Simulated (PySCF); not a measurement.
Electron correlation in F (fluorine, neutral)

[He] 2s2 2p5, 2P determinant. Computed with PySCF 2.14 in aug-cc-pVDZ-DK, with the spin-free X2C one-electron Hamiltonian (Gaussian nucleus). Frozen: 1s2; 7 electrons correlated.

MP2 pair energies summed by pair of shells (mhartree):

```
 pair   energy  share (%)
2p-2p  -100.52       65.0
2s-2p   -46.30       29.9
2s-2s    -7.91        5.1
```

Total MP2 correlation energy: -154.73 mhartree.

Same-spin part -39.33 and opposite-spin part -115.40 mhartree; SCS-MP2 scales them by 1/3 and 6/5 to -151.59 mhartree.

| level | correlation energy (mhartree) |
| --- | --- |
| CCSD | -166.77 |
| (T) | -2.32 |
| CCSD(T) | -169.09 |

Diagnostics: T1 = 0.0098, D1 = 0.0160, largest double amplitude 0.038.

**Question.** Is a single reference adequate?

**Answer.** Yes: T1 lies below 0.03 and no double amplitude reaches 0.07.
